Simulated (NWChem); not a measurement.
System: CHF₅Si; SMILES F[SiH](F)C(F)(F)F

NWChem input:

```
start job
memory heap 200 mb stack 900 mb global 1100 mb
geometry units angstroms noautosym nocenter noautoz
  Si     0.003263     0.946729     0.424864
  F     -1.321271     1.620161    -0.225790
  F      1.311943     1.623984    -0.253315
  C      0.001054    -0.926210    -0.035011
  F     -0.017779    -1.140925    -1.368795
  F      1.105773    -1.533980     0.470626
  F     -1.086079    -1.538695     0.502296
  H      0.018348     1.154385     1.897204
end
basis spherical
  Si library 6-31g*
  F library 6-31g*
  C library 6-31g*
  H library 6-31g*
end
dft
  xc m05-2x
  iterations 150
end
cosmo
  do_cosmo_smd true
  solvent water
end
task dft energy
```

Geometry: optimised at PBE-D3(BJ)/def2-SVP. Solvent: water.

Level: M05-2X/6-31G* with SMD (1 M gas to 1 M solution), gas-phase geometry. Reactions with the solvent are ignored.

Problem. Predict the main results of this run. (M05-2X/6-31G* (spherical d), SMD on the gas-phase geometry.) Quantities: solvation free energy (kcal/mol); cavity-dispersion-structure term (kcal/mol); dipole in solution (D).

Solution. 
```
Quantity                                     Value
-------------------------------------------  -----
solvation free energy (kcal/mol)               2.1
cavity-dispersion-structure term (kcal/mol)    4.9
dipole in solution (D)                        2.01
```
